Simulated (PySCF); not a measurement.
C₇H₅O (charge +1).
Bonds: O1–C2 (triple), C2–C3, C3–C4 (aromatic), C4–C5 (aromatic), C5–C6 (aromatic), C6–C7 (aromatic), C7–C8 (aromatic), C3–C8 (aromatic). Hydrogens: H9 on C4; H10 on C5; H11 on C6; H12 on C7; H13 on C8.

The same species was optimised twice, with GFN2-xTB and with PBE0-D3(BJ)/def2-SVP (PySCF), and the same property calculations (PySCF, gas phase) were run on both structures.

| coordinate | GFN2-xTB | PBE0-D3(BJ)/def2-SVP | change |
| --- | --- | --- | --- |
| C2–C3 (Å) | 1.357 | 1.383 | +0.026 |
| C4–C5 (Å) | 1.374 | 1.382 | +0.008 |
| C7–C8 (Å) | 1.374 | 1.382 | +0.008 |
| C6–C7 (Å) | 1.394 | 1.401 | +0.007 |
| C5–C6 (Å) | 1.394 | 1.401 | +0.007 |
| C3–C8 (Å) | 1.423 | 1.420 | -0.003 |
| C3–C4 (Å) | 1.423 | 1.420 | -0.003 |
| O1≡C2 (Å) | 1.125 | 1.127 | +0.002 |
| C4–C3–C8 (°) | 120.2 | 122.5 | +2.3 |
| C2–C3–C8 (°) | 119.9 | 118.7 | -1.2 |
| C3–C4–C5 (°) | 119.0 | 117.9 | -1.1 |
| C3–C8–C7 (°) | 119.0 | 117.9 | -1.1 |
| C2–C3–C4 (°) | 119.9 | 118.8 | -1.1 |
| C5–C6–C7 (°) | 120.8 | 121.6 | +0.8 |
| C4–C5–C6 (°) | 120.5 | 120.1 | -0.4 |
| C6–C7–C8 (°) | 120.5 | 120.1 | -0.4 |

Rotational constants: A = 5584, B = 1530, C = 1201 MHz (GFN2-xTB) against A = 5485, B = 1525, C = 1193 MHz (PBE0-D3(BJ)/def2-SVP). Point groups within 0.08 Å: C2v and C2v.

On the GFN2-xTB structure: lowest singlet, TDDFT (eV) 4.33 [CAM-B3LYP/def2-SVPD]; lowest triplet, Tamm–Dancoff (eV) 3.13 [CAM-B3LYP/def2-SVPD]; isotropic polarisability (au) 77.0 [CAM-B3LYP/def2-SVPD]; HOMO (eV) -14.23 [CAM-B3LYP/def2-SVPD]; LUMO (eV) -6.98 [CAM-B3LYP/def2-SVPD]; HOMO (eV) -13.08 [PBE0/pcSseg-1]; LUMO (eV) -8.04 [PBE0/pcSseg-1]; GIAO shielding of O1 (ppm) -52.1 [PBE0/pcSseg-1]; GIAO shielding of C2 (ppm) 17.3 [PBE0/pcSseg-1]; GIAO shielding of C3 (ppm) 103.9 [PBE0/pcSseg-1]; GIAO shielding of C4/C8 (mean) (ppm) 34.5 [PBE0/pcSseg-1]; GIAO shielding of C5/C7 (mean) (ppm) 46.6 [PBE0/pcSseg-1]; GIAO shielding of C6 (ppm) 25.0 [PBE0/pcSseg-1].

**Question.** What do these properties become on the PBE0-D3(BJ)/def2-SVP structure?

**Answer.** 
```
                                    property                level  on GFN2-xTB  on PBE0-D3(BJ)/def2-SVP  change
                  lowest singlet, TDDFT (eV)  CAM-B3LYP/def2-SVPD         4.33                     4.34   +0.01
           lowest triplet, Tamm–Dancoff (eV)  CAM-B3LYP/def2-SVPD         3.13                     3.17   +0.04
               isotropic polarisability (au)  CAM-B3LYP/def2-SVPD         77.0                     77.9    +0.9
                                   HOMO (eV)  CAM-B3LYP/def2-SVPD       -14.23                   -14.18   +0.05
                                   LUMO (eV)  CAM-B3LYP/def2-SVPD        -6.98                    -6.93   +0.05
energy, GFN2-xTB geometry as zero (kcal/mol)  CAM-B3LYP/def2-SVPD          0.0                     -0.9    -0.9
                                   HOMO (eV)        PBE0/pcSseg-1       -13.08                   -13.03   +0.05
                                   LUMO (eV)        PBE0/pcSseg-1        -8.04                    -7.99   +0.05
energy, GFN2-xTB geometry as zero (kcal/mol)        PBE0/pcSseg-1          0.0                     -0.5    -0.5
                  GIAO shielding of O1 (ppm)        PBE0/pcSseg-1        -52.1                    -52.4    -0.3
                  GIAO shielding of C2 (ppm)        PBE0/pcSseg-1         17.3                     16.5    -0.8
                  GIAO shielding of C3 (ppm)        PBE0/pcSseg-1        103.9                    101.4    -2.5
        GIAO shielding of C4/C8 (mean) (ppm)        PBE0/pcSseg-1         34.5                     35.3    +0.8
        GIAO shielding of C5/C7 (mean) (ppm)        PBE0/pcSseg-1         46.6                     44.0    -2.6
                  GIAO shielding of C6 (ppm)        PBE0/pcSseg-1         25.0                     23.6    -1.4
```

The heavy atoms differ by 0.012 Å rms after alignment. Among bonds between heavy atoms C2–C3 changes most (+0.026 Å). Changes are differences of the printed values. Neither structure is proved a minimum here. Geometry: PBE0-D3(BJ)/def2-SVP; no solvent, vibrations or thermal averaging.
